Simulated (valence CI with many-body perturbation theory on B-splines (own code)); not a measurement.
# N⁺: calculated level list

Computed by valence CI with perturbative core correlation (CI+MBPT): four valence electrons over a frozen Dirac-Fock core [He], radial functions for each j: 11 s, 11 p, 9 d, 7 f, 5 g, 2 h, 1 i, with the one-electron correlation potential Σ1, the two-electron term Σ2, the three-electron term Σ3, Breit, model QED; selected CI, second order for the rest, scaled by the run's own slope (own B-spline code, finite nucleus).

Against 39 measured levels this calculation errs by 56 cm⁻¹ on average and by 162 at most. These come from a selection out of the NIST Handbook of Basic Atomic Spectroscopic Data. Levels without a partner in it may be off by more. Among the levels kept, up to 670 cm⁻¹ of a level comes from second order outside the variational space, and about a tenth of that is noise between levels of different J, which matters for small intervals.

Levels 46 to 90 of 97, with energies above the lowest level, 2s2 2p2 3P_0. "Leading %" is the weight of the configuration and term that name the level; weights of strongly mixed levels are sums over their largest components and can fall short. In the jj column 3d3/2^4 stands for four electrons in 3d with j = 3/2. Lifetimes count E1, E2, E3, M1 and M2 decay at the calculated energies, and are blank where another channel may lead or the interval is too uncertain; long ones can be off by a factor of two.

```csv
No.,Configuration,Term,J,E (eV),Leading %,Lifetime,Leading jj
46,2s2 2p 4p,1P,1,25.058,90,10.1 ns,2s^2 2p3/2 4p3/2 (43 %)
47,2s2 2p 4p,3D,1,25.125,90,12.1 ns,2s^2 2p1/2 4p1/2 (59 %)
48,2s2 2p 4p,3D,2,25.132,90,12.0 ns,2s^2 2p1/2 4p3/2 (52 %)
49,2s2 2p 4p,3D,3,25.143,91,12.4 ns,2s^2 2p3/2 4p3/2 (91 %)
50,2s2 2p 4p,3P,0,25.178,82,2.88 ns,2s^2 2p1/2 4p1/2 (56 %)
51,2s2 2p 4p,3P,1,25.182,79,2.96 ns,2s^2 2p1/2 4p3/2 (46 %)
52,2s2 2p 4p,3P,2,25.191,81,2.89 ns,2s^2 2p3/2 4p3/2 (53 %)
53,2s2 2p 4p,3S,1,25.226,89,9.81 ns,2s^2 2p3/2 4p1/2 (38 %)
54,2s2 2p 4p,1D,2,25.454,91,15.2 ns,2s^2 2p3/2 4p3/2 (32 %)
55,2s 2p2 3s,5P,1,25.475,96,927 ps,2s 2p1/2 2p3/2 3s (41 %)
56,2s 2p2 3s,5P,2,25.482,96,929 ps,2s 2p1/2 2p3/2 3s (80 %)
57,2s 2p2 3s,5P,3,25.491,96,936 ps,2s 2p3/2^2 3s (64 %)
58,2s2 2p 4p,1S,0,25.652,86,10.7 ns,2s^2 2p3/2 4p3/2 (59 %)
59,2s2 2p 4d,3F°,2,25.990,87,9.39 ns,2s^2 2p1/2 4d3/2 (83 %)
60,2s2 2p 4d,3F°,3,25.998,91,14.7 ns,2s^2 2p1/2 4d5/2 (50 %)
61,2s2 2p 4d,3F°,4,26.008,92,24.4 ns,2s^2 2p3/2 4d5/2 (92 %)
62,2s2 2p 4d,1D°,2,26.021,86,845 ps,2s^2 2p3/2 4d5/2 (42 %)
63,2s2 2p 4d,3D°,1,26.059,90,472 ps,2s^2 2p1/2 4d3/2 (56 %)
64,2s2 2p 4d,3D°,2,26.063,88,480 ps,2s^2 2p3/2 4d3/2 (53 %)
65,2s2 2p 4d,3D°,3,26.067,91,476 ps,2s^2 2p3/2 4d5/2 (63 %)
66,2s2 2p 4d,3P°,2,26.117,89,760 ps,2s^2 2p3/2 4d5/2 (48 %)
67,2s2 2p 4d,3P°,1,26.123,90,762 ps,2s^2 2p3/2 4d3/2 (59 %)
68,2s2 2p 4d,3P°,0,26.125,91,765 ps,2s^2 2p3/2 4d3/2 (91 %)
69,2s2 2p 4f,1F,3,26.161,46,3.96 ns,2s^2 2p1/2 4f7/2 (59 %)
70,2s2 2p 4f,3F,2,26.161,87,4.00 ns,2s^2 2p1/2 4f5/2 (63 %)
71,2s2 2p 4f,3F,4,26.164,82,4.01 ns,2s^2 2p1/2 4f7/2 (54 %)
72,2s2 2p 4f,3F,3,26.164,43,3.97 ns,2s^2 2p1/2 4f5/2 (51 %)
73,2s2 2p 4d,1F°,3,26.167,91,511 ps,2s^2 2p3/2 4d3/2 (39 %)
74,2s2 2p 4f,3G,3,26.193,81,4.05 ns,2s^2 2p3/2 4f5/2 (50 %)
75,2s2 2p 4f,3G,4,26.193,53,4.17 ns,2s^2 2p3/2 4f7/2 (48 %)
76,2s2 2p 4d,1P°,1,26.198,89,804 ps,2s^2 2p3/2 4d5/2 (61 %)
77,2s2 2p 4f,3G,5,26.205,92,4.07 ns,2s^2 2p3/2 4f7/2 (92 %)
78,2s2 2p 4f,1G,4,26.207,59,4.31 ns,2s^2 2p3/2 4f5/2 (84 %)
79,2s2 2p 4f,3D,3,26.207,87,4.23 ns,2s^2 2p3/2 4f7/2 (57 %)
80,2s2 2p 4f,1D,2,26.208,47,4.33 ns,2s^2 2p3/2 4f5/2 (59 %)
81,2s2 2p 4f,3D,2,26.217,51,4.33 ns,2s^2 2p3/2 4f7/2 (86 %)
82,2s2 2p 4f,3D,1,26.218,92,4.25 ns,2s^2 2p3/2 4f5/2 (92 %)
83,2s 2p2 3s,3P,0,26.254,60,492 ps,2s 2p1/2^2 3s (27 %)
84,2s 2p2 3s,3P,1,26.259,60,489 ps,2s 2p1/2 2p3/2 3s (48 %)
85,2s 2p2 3s,3P,2,26.265,60,484 ps,2s 2p3/2^2 3s (36 %)
86,2s2 2p 5s,3P°,0,26.549,91,4.15 ns,2s^2 2p1/2 5s (91 %)
87,2s2 2p 5s,3P°,1,26.556,90,4.09 ns,2s^2 2p1/2 5s (72 %)
88,2s2 2p 5s,3P°,2,26.572,92,4.12 ns,2s^2 2p3/2 5s (92 %)
89,2s2 2p 5s,1P°,1,26.628,89,2.28 ns,2s^2 2p3/2 5s (72 %)
90,2s2 2p 5p,1P,1,26.884,83,14.4 ns,2s^2 2p1/2 5p1/2 (46 %)
```

Names give the largest LS component (configuration and term), which can be under half, so a name can repeat, a term be missing and a line seem to break the LS rules; names also repeat where a configuration has a term twice.

Where two levels of one J and parity lie close, their mixing, g and order are uncertain.
